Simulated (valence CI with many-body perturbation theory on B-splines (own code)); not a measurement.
**E1 line list for Ce⁴³⁺**

Computed by valence CI with perturbative core correlation (CI+MBPT): five valence electrons over a frozen Dirac-Fock core [Ne], a basis of 9 s, 9 p, 8 d, 6 f, 3 g, 1 h functions for each j, with the one-electron correlation potential Σ1 (screened to all orders), the two-electron term Σ2, the three-electron term Σ3, Breit, model QED; selected single and double excitations, second order for the rest (own B-spline code, finite nucleus).

No measured spectrum was set against this ion. As an estimate, large intervals hold to a few tenths of a per cent, small ones and those within an open d or f shell to about a per cent. Among the levels kept, up to 620 cm⁻¹ of a level comes from second order outside the variational space, and about a tenth of that is noise between levels of different J, which matters for small intervals.

Lines 51 to 100 of 203 in falling wavelength, among levels below 3536.9 × 10³ cm⁻¹, chosen from the strongest by gf and those to the six lowest levels. Wavelengths and rates use the calculated energies. Electric multipoles are in the length gauge, E1 and E2 with the static RPA response of the core. Weak lines are less certain than strong ones. Lines between different terms over intervals too small for the method are left out, as are lines whose strength nearly cancels. The highest levels of a list are the least certain.

Levels are named by their leading jj configuration (3d3/2^4 stands for four electrons in 3d with j = 3/2), which in mixed levels can hold well under half, so a name can repeat and another be missing. Letters in brackets count levels of one name in rising energy.

```csv
λ vac (nm),Upper,Lower,A (s⁻¹),S (a.u.)
10.41,(3s 3p1/2^2 3p3/2 3d5/2) J=5/2,(3s^2 3p1/2 3p3/2 3d5/2) J=5/2 [a],5.97e+09,1.99e-02
10.20,(3s 3p1/2^2 3p3/2 3d3/2) J=7/2,(3s^2 3p1/2 3p3/2 3d3/2) J=5/2 [a],1.44e+09,6.04e-03
10.18,(3s 3p1/2^2 3p3/2^2) J=1/2,(3s^2 3p1/2 3p3/2^2) J=1/2,1.48e+10,1.54e-02
10.14,(3s 3p1/2^2 3p3/2^2) J=3/2,(3s^2 3p1/2 3p3/2^2) J=1/2,9.50e+06,1.96e-05
10.14,(3s 3p1/2^2 3p3/2^2) J=5/2,(3s^2 3p1/2 3p3/2^2) J=3/2,6.84e+09,2.11e-02
10.01,(3s 3p1/2^2 3p3/2 3d5/2) J=5/2,(3s^2 3p1/2 3p3/2 3d3/2) J=5/2 [b],1.36e+09,4.05e-03
9.991,(3s 3p1/2^2 3p3/2 3d5/2) J=3/2,(3s^2 3p1/2 3p3/2 3d3/2) J=1/2 [b],3.03e+08,5.96e-04
9.968,(3s 3p1/2^2 3p3/2 3d5/2) J=3/2,(3s^2 3p1/2 3p3/2 3d3/2) J=3/2 [b],2.80e+08,5.47e-04
9.965,(3s 3p1/2 3p3/2^3) J=5/2,(3s^2 3p3/2^3) J=3/2,7.53e+09,2.21e-02
9.946,(3s 3p1/2^2 3p3/2 3d5/2) J=5/2,(3s^2 3p1/2 3p3/2 3d5/2) J=3/2 [a],1.02e+10,2.96e-02
9.862,(3s 3p1/2^2 3p3/2 3d5/2) J=3/2,(3s^2 3p1/2 3p3/2 3d5/2) J=5/2 [a],1.07e+10,2.02e-02
9.774,(3s 3p1/2^2 3p3/2 3d5/2) J=7/2,(3s^2 3p1/2 3p3/2 3d5/2) J=9/2,2.99e+09,1.10e-02
9.695,(3s 3p1/2^2 3p3/2 3d5/2) J=7/2,(3s^2 3p1/2 3p3/2 3d5/2) J=5/2 [a],1.94e+08,6.97e-04
9.504,(3s 3p1/2^2 3p3/2 3d5/2) J=3/2,(3s^2 3p1/2 3p3/2 3d3/2) J=5/2 [b],1.97e+09,3.33e-03
9.448,(3s 3p1/2^2 3p3/2 3d5/2) J=3/2,(3s^2 3p1/2 3p3/2 3d5/2) J=3/2 [a],4.68e+09,7.79e-03
9.324,(3s 3p1/2^2 3p3/2 3d3/2) J=3/2 [b],(3s^2 3p1/2 3p3/2 3d3/2) J=1/2 [a],2.45e+09,3.92e-03
9.298,(3s 3p1/2^2 3p3/2^2) J=3/2,(3s^2 3p1/2 3p3/2^2) J=5/2,1.64e+10,2.61e-02
9.293,(3s 3p1/2^2 3p3/2 3d3/2) J=3/2 [b],(3s^2 3p1/2 3p3/2 3d3/2) J=3/2 [a],1.97e+09,3.12e-03
9.196,(3s 3p1/2^2 3p3/2 3d3/2) J=3/2 [b],(3s^2 3p1/2 3p3/2 3d3/2) J=5/2 [a],9.88e+09,1.52e-02
9.095,(3s 3p1/2^2 3p3/2 3d5/2) J=7/2,(3s^2 3p1/2 3p3/2 3d5/2) J=7/2 [a],1.96e+09,5.81e-03
8.947,(3s 3p1/2^2 3p3/2 3d3/2) J=5/2 [b],(3s^2 3p1/2 3p3/2 3d3/2) J=7/2,1.97e+10,4.19e-02
8.871,(3s 3p1/2^2 3p3/2 3d3/2) J=5/2 [a],(3s 3p1/2^2 3p3/2^2) J=3/2,2.95e+09,6.09e-03
8.861,(3s 3p1/2 3p3/2^3) J=1/2,(3s^2 3p3/2^3) J=3/2,1.22e+10,8.36e-03
8.831,(3s 3p1/2 3p3/2^3) J=3/2 [b],(3s^2 3p3/2^3) J=3/2,1.17e+10,1.60e-02
8.771,(3s 3p1/2^2 3p3/2 3d3/2) J=3/2 [a],(3s 3p1/2^2 3p3/2^2) J=3/2,2.39e+09,3.18e-03
8.743,(3s 3p1/2^2 3p3/2^2) J=1/2,(3s^2 3p1/2 3p3/2^2) J=3/2,1.85e+07,1.22e-05
8.741,(3s 3p1/2^2 3p3/2 3d3/2) J=3/2 [a],(3s 3p1/2^2 3p3/2^2) J=1/2,1.84e+09,2.43e-03
8.716,(3s 3p1/2^2 3p3/2 3d3/2) J=1/2 [a],(3s 3p1/2^2 3p3/2^2) J=3/2,1.86e+09,1.21e-03
8.713,(3s 3p1/2^2 3p3/2^2) J=3/2,(3s^2 3p1/2 3p3/2^2) J=3/2,6.99e+09,9.12e-03
8.686,(3s 3p1/2^2 3p3/2 3d3/2) J=1/2 [a],(3s 3p1/2^2 3p3/2^2) J=1/2,1.73e+09,1.12e-03
8.498,(3s 3p1/2^2 3p3/2 3d3/2) J=5/2 [b],(3s^2 3p1/2 3p3/2 3d3/2) J=3/2 [a],2.07e+09,3.77e-03
8.401,(3s^2 3p1/2 3p3/2 3d3/2) J=3/2 [a],(3s^2 3p1/2 3p3/2^2) J=1/2,4.93e+08,5.77e-04
8.375,(3s^2 3p1/2 3p3/2 3d3/2) J=1/2 [a],(3s^2 3p1/2 3p3/2^2) J=1/2,4.24e+08,2.46e-04
8.357,(3s 3p1/2^2 3p3/2 3d3/2) J=1/2 [b],(3s^2 3p1/2 3p3/2 3d3/2) J=1/2 [a],3.05e+09,1.76e-03
8.332,(3s 3p1/2^2 3p3/2 3d3/2) J=1/2 [b],(3s^2 3p1/2 3p3/2 3d3/2) J=3/2 [a],1.83e+10,1.05e-02
8.079,(3s 3p1/2^2 3p3/2 3d5/2) J=7/2,(3s^2 3p1/2 3p3/2 3d3/2) J=7/2,4.18e+08,8.70e-04
7.884,(3s^2 3p1/2 3p3/2 3d3/2) J=5/2 [a],(3s^2 3p1/2 3p3/2^2) J=5/2,1.69e+09,2.45e-03
7.838,(3s 3p1/2^2 3p3/2 3d5/2) J=3/2,(3s^2 3p1/2 3p3/2 3d3/2) J=1/2 [a],5.61e+08,5.34e-04
7.816,(3s 3p1/2^2 3p3/2 3d5/2) J=3/2,(3s^2 3p1/2 3p3/2 3d3/2) J=3/2 [a],9.35e+08,8.81e-04
7.814,(3s^2 3p1/2 3p3/2 3d3/2) J=3/2 [a],(3s^2 3p1/2 3p3/2^2) J=5/2,4.01e+09,3.78e-03
7.810,(3s 3p1/2^2 3p3/2 3d3/2) J=3/2 [b],(3s 3p1/2^2 3p3/2^2) J=3/2,4.69e+09,4.41e-03
7.786,(3s 3p1/2^2 3p3/2 3d3/2) J=3/2 [b],(3s 3p1/2^2 3p3/2^2) J=1/2,1.34e+09,1.25e-03
7.761,(3s 3p1/2^2 3p3/2 3d3/2) J=5/2 [a],(3s 3p1/2^2 3p3/2^2) J=5/2,4.73e+09,6.55e-03
7.747,(3s 3p1/2^2 3p3/2 3d5/2) J=3/2,(3s^2 3p1/2 3p3/2 3d3/2) J=5/2 [a],1.64e+09,1.50e-03
7.685,(3s 3p1/2^2 3p3/2 3d3/2) J=3/2 [a],(3s 3p1/2^2 3p3/2^2) J=5/2,7.03e+09,6.30e-03
7.644,(3s 3p1/2^2 3p3/2 3d5/2) J=7/2,(3s^2 3p1/2 3p3/2 3d3/2) J=5/2 [a],1.85e+08,3.25e-04
7.495,(3s 3p1/2^2 3p3/2 3d3/2) J=7/2,(3s 3p1/2^2 3p3/2^2) J=5/2,9.30e+08,1.55e-03
7.469,(3s^2 3p1/2 3p3/2 3d3/2) J=7/2,(3s^2 3p1/2 3p3/2^2) J=5/2,5.32e+06,8.75e-06
7.460,(3s^2 3p1/2 3p3/2 3d3/2) J=5/2 [a],(3s^2 3p1/2 3p3/2^2) J=3/2,5.91e+07,7.27e-05
7.421,(3s^2 3p1/2^2 3d3/2) J=3/2,(3s^2 3p1/2^2 3p3/2) J=3/2,3.83e+09,3.09e-03
```
